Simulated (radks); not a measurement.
Neutral hydrogen, 1s1. Method: non-relativistic Kohn-Sham, exchange-only PBE, spin-polarised, spherical densities, point nucleus; computed with a radial shooting solver on a logarithmic mesh with Libxc functionals. Every spin shell is full or empty, so the densities are truly spherical. Functionals are evaluated on that one density, not self-consistently. Rank these orbital-free kinetic functionals by their error against the exact value of the orbitals, and give that value: Thomas-Fermi, von Weizsacker, TF + vW, TF + vW/9, TF + vW/5, LC94, APBEK, revAPBEK, Perdew 92, Thakkar, Pearson, LKT, PG1, DePristo-Kress, Ernzerhof.

Answer. Exact: 0.494320 hartree. From best to worst, with 100 (|E| - |E exact|)/|E exact| (equal figures are ties): von Weizsacker 0.00, APBEK +1.31, LC94 +1.42, Thakkar +1.67, DePristo-Kress +1.68, TF + vW/9 +1.84, Perdew 92 +1.86, revAPBEK +2.20, Pearson -3.14, Ernzerhof +5.39, Thomas-Fermi -9.27, TF + vW/5 +10.73, PG1 +53.83, LKT +61.30, TF + vW +90.73.
